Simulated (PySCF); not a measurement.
B(H)(OH)(iPr) (C₃H₉BO), SMILES B(C(C)C)O. Coordinates come from a B3LYP-D3(BJ)/def2-SVP optimisation. The structure was generated by enumeration, and PubChem lists no compound with its InChIKey, so it may never have been made. The values are those of a single conformer.

Give the equilibrium geometry at B3LYP-D3(BJ)/def2-SVP (PySCF confirms it by a frequency run) as a Z-matrix. (The exact figures need the calculation; the answer reports its results.)

One answer among several that fit: 
```
C
H 1 1.1104
C 1 1.5343 2 108.22
H 3 1.1025 1 111.87 2 -60.77
H 3 1.1043 4 106.72 1 -123.05
H 3 1.1049 4 106.63 5 -114.99
C 1 1.5397 2 106.87 3 -120.49
H 7 1.1013 1 111.58 2 -59.82
H 7 1.1031 8 107.83 1 -122.75
H 7 1.1037 8 107.37 9 -115.17
B 1 1.5846 2 104.18 7 -117.30
O 11 1.3529 1 123.71 2 -115.89
H 12 0.9678 11 113.10 1 -0.72
H 11 1.2114 12 115.31 13 179.62
```
